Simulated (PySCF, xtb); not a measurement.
CH2O3, SMILES OC(O)=O.

GFN2-xTB run with xtb at its own geometry gives an orbital gap of 6.32 eV and a dipole moment of 0.28 D.

Geometry optimised at B3LYP-D3(BJ)/def2-SVP. The values are those of a single conformer.

**Question.** What does PBE/def2-TZVPD run with PySCF give? (An estimate is asked for; the answer gives what the named calculation found.)

**Answer.** gap 6.09 eV (levels -7.04 and -0.95 eV), dipole 0.33 D.
